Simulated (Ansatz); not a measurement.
Relaxation of Cl2H6O2Si (11 atoms, charge 0, multiplicity 1), to a largest force component of 0.03 eV/Å in at most 50 steps.

Computed with RKS PBE/def2-SVP (Ansatz 0.2.0).

```xyz
11
Properties=species:S:1:pos:R:3:forces:R:3
Si -0.557 1.039 -0.566 -0.09 -0.13 -0.12
Cl -1.541 0.106 -2.198 0.09 0.10 0.15
H 0.885 0.771 -0.764 0.08 -0.06 -0.01
H -1.253 0.600 0.668 -0.02 -0.05 0.02
Cl -0.813 3.087 -0.724 -0.04 0.12 -0.02
H 1.011 -0.550 1.313 -0.02 -0.28 -0.18
O 1.161 0.250 1.851 -0.05 0.22 0.08
H -0.078 -1.801 -1.133 -0.04 0.02 -0.14
O 0.018 -1.941 -0.173 0.19 0.13 0.24
H 2.071 0.509 1.615 0.00 -0.04 -0.02
H -0.905 -2.071 0.111 -0.09 -0.03 0.01
```

Problem. Where does it end, and by what steps?

Solution. The forces met the threshold. After 31 steps the energy has fallen by 0.294 eV; H3 moved furthest, 1.69 Å.

```csv
step,energy less start (eV),largest force component (eV/Å),accepted
0,0.0000,0.279,yes
2,-0.0189,0.243,yes
4,-0.0359,0.337,yes
6,-0.0433,0.036,yes
8,-0.0467,0.080,yes
10,-0.0495,0.131,yes
12,-0.0556,0.513,yes
14,-0.1218,0.400,yes
16,-0.2157,0.181,yes
18,-0.2351,0.182,yes
20,-0.2505,0.219,yes
22,-0.2625,0.136,yes
24,-0.2751,0.217,yes
26,-0.2883,0.188,yes
28,-0.2932,0.155,yes
30,-0.2943,0.051,yes
31,-0.2943,0.006,yes
```

```xyz
11
Properties=species:S:1:pos:R:3
Si -0.288 1.415 -0.259
Cl 0.022 0.073 -1.892
H 0.897 2.272 0.022
H -1.186 0.840 0.785
Cl -1.591 2.820 -1.162
H 0.671 -0.914 0.832
O 1.078 0.006 0.908
H -0.305 -1.874 -0.620
O -0.170 -2.262 0.275
H 1.944 -0.082 0.465
H -1.072 -2.292 0.649
```

Run time: 24 s on 2 threads of AMD EPYC 9R45 96-Core Processor (Zen 5), with other jobs on the host, peak memory 0.17 GiB.
